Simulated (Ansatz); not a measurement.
In(H2O)H3 (InOH₅). Charge 0, multiplicity 1. Geometry PBE-D4/def2-TZVP, basis def2-TZVP, Ansatz.

```csv
run,HOMO (eV),LUMO (eV)
A,-8.72,-0.39
B,-6.41,-1.76
C,-7.42,-1.30
D,-6.71,-1.25
E,-6.80,-1.65
F,-9.81,0.35
```

In the def2 sets In takes a core potential; there is no spin–orbit coupling. B3LYP takes the VWN-RPA correlation.

The runs used B3LYP, B97M-V, BHLYP, PBE, r2SCAN, ωB97M-V. Estimate which is which.

A BHLYP (50 % exact exchange); B PBE (0 % exact exchange); C B3LYP (20 % exact exchange); D r2SCAN (0 % exact exchange); E B97M-V (0 % exact exchange); F ωB97M-V (range-separated). Exact exchange lowers occupied and raises empty levels; among semilocal functionals meta-GGAs tend to open the gap a little, and such runs are hard to tell apart. The gap grows from 4.65 eV (PBE) to 10.15 eV (ωB97M-V).
